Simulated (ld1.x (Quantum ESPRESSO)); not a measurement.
# Reading a pseudo-wave (Dy)

Columns: radius, all-electron u(r) and pseudo u(r) of the 5d shell (level -2.48 eV) of dysprosium in the configuration [Kr] 4d10 4f9 5s2 5p6 5d1 6s2 6p0; LDA (PZ), scalar-relativistic, TM scheme, ld1.x (Quantum ESPRESSO) 7.5.

```tsv
r (bohr)	all-electron	pseudo
0.125	0.1657	0.0011
0.250	-0.0056	0.0088
0.375	-0.2155	0.0284
0.500	-0.2479	0.0633
0.625	-0.1529	0.1141
0.750	-0.0080	0.1787
0.875	0.1405	0.2524
1.000	0.2719	0.3295
1.125	0.3791	0.4038
1.250	0.4622	0.4700
1.375	0.5234	0.5244
1.500	0.5663	0.5657
1.625	0.5944	0.5940
1.750	0.6106	0.6107
1.875	0.6175	0.6178
2.000	0.6174	0.6175
2.125	0.6118	0.6118
2.250	0.6021	0.6021
2.375	0.5895	0.5895
2.500	0.5747	0.5747
2.625	0.5585	0.5585
2.750	0.5412	0.5412
2.875	0.5233	0.5233
3.000	0.5051	0.5051
3.125	0.4868	0.4868
3.250	0.4685	0.4685
```

Problem. How many radial nodes do the two functions have?

Solution. The all-electron 5d function has n − l − 1 = 2; the pseudo-wave has 0, since the states of the same l below it are removed with the core.

Problem. Is the pseudo-wave norm-conserving?

Solution. Yes: the TM scheme keeps the norm inside the radius equal to the all-electron one, which fixes the energy derivative of the logarithmic derivative at the level.
